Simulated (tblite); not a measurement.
Species: C₆H₁₂SSi₂.
Numbering: `[CH3:1][C:2]#[C:3][C@@H:4]1[SiH2:5][CH2:6][Si@@H:7]1[S:8][CH3:9]` (hydrogens: H10, H11, H12 on C1; H13 on C4; H14, H15 on Si5; H16, H17 on C6; H18 on Si7; H19, H20, H21 on C9)

Structure optimised with GFN2-xTB, isolated species.

Question: Give the optimised bond lengths and angles.

Answer: 
```
                  bond  length (Å)   order
                 C1–C2       1.449  single
                 C2≡C3       1.201  triple
                 C3–C4       1.434  single
                C4–Si5       1.942  single
                Si5–C6       1.917  single
                C6–Si7       1.906  single
                Si7–S8       2.145  single
                 S8–C9       1.819  single
                C4–Si7       1.935  single
C1–H10, C1–H11, C1–H12       1.091  single
                C4–H13       1.093  single
               Si5–H14       1.460  single
               Si5–H15       1.464  single
                C6–H16       1.086  single
                C6–H17       1.085  single
               Si7–H18       1.465  single
C9–H19, C9–H20, C9–H21       1.085  single
```

Bonds in one row agree within 0.01 Å and their mean is given. Orders are formal, as drawn. A selection of angles:
```
     angle  degrees
  C1–C2–C3    179.5
  C2–C3–C4    176.9
 C3–C4–Si5    117.0
 C3–C4–Si7    117.4
Si5–C4–Si7     90.8
 C4–Si5–C6     87.7
Si5–C6–Si7     92.4
 C6–Si7–S8    110.2
 C4–Si7–C6     88.2
 C4–Si7–S8    114.4
 Si7–S8–C9     99.0
```

Torsions: C3–C4–Si5–C6 -129° (anticlinal); C4–Si5–C6–Si7 7° (synperiplanar); Si5–C6–Si7–S8 108° (anticlinal); C6–Si7–S8–C9 -167° (antiperiplanar); C3–C4–Si7–C6 128° (anticlinal).

The 4 C–Si bonds span 1.906 Å (C6–Si7, drawn single) to 1.942 Å (C4–Si5, drawn single), a spread of 0.036 Å. Of the pairs four or more bonds apart, C2···H19 is among the closest relative to their van der Waals radii: 2.69 Å, 93 % of the sum of Bondi's values. The 4-membered ring C4–Si5–C6–Si7 has internal angles of 87.7° to 92.4° (sum 359°, against 360° for a flat polygon); it is slightly puckered (a soft mode that the optimisation may not have finished), 0.06 Å rms from its mean plane, widest ring torsion 7°. The C–C distances run from 1.201 Å (C2≡C3, drawn triple) to 1.449 Å (C1–C2, drawn single), a spread of 0.248 Å. Si5 (SiH2 silicon) has angles from 87.7° to 115.0°. S8 (sulfur bonded to C and Si) is bent (angle 99.0°). Si7 (SiH silicon) has angles from 88.2° to 119.6°.

Point group: C1 (no symmetry element, even within 0.4 Å). GFN2-xTB frequencies show an imaginary mode (31i cm⁻¹), so the point is no minimum at that level. 2 starts were optimised and ended at 0.00 and 1.46 kcal/mol (GFN2-xTB); the lowest of these is shown.

All values are computed, not measured.
